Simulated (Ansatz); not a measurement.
The cluster Tl₂H₂, relaxed as a singlet with RKS PBE0-D4/def2-TZVP in Ansatz, starting from packed atoms. Force threshold 0.02 eV/Å.

In the def2 sets Tl takes a core potential; there is no spin–orbit coupling. The structure comes from a short search, and lower isomers may exist.

Start:

Cartesian coordinates in Å:
```
Tl -0.428 1.616 1.641
Tl 0.376 -0.368 -0.985
H -0.016 -2.215 -0.737
H 0.068 0.967 0.081
```

Estimate the energy that the relaxation releases and the steps that it takes.

2.09 eV, in 13 steps; 9.5 s on 4 threads of Arm Neoverse V2 on a shared host. No frequencies were taken in this run, so the end may be a saddle point.

Does the start keep its bonding?

By distances, no bond broke or formed. The bond that changes most is Tl2–H4, from 1.74 to 2.12 Å (atoms count from 1). A close non-bonded pair moves further: Tl1–H3, from 4.53 to 2.12 Å. The end is the same structure that another start reached.

Predict the relaxed structure.


Cartesian coordinates in Å:
```
Tl -0.5619 0.5449 1.5360
Tl 0.5643 -0.5455 -1.5348
H -0.2727 -1.1635 0.3150
H 0.2703 1.1641 -0.3161
```
Bond lengths (bridged metal pairs left out): 1 × Tl–Tl 3.45 Å.
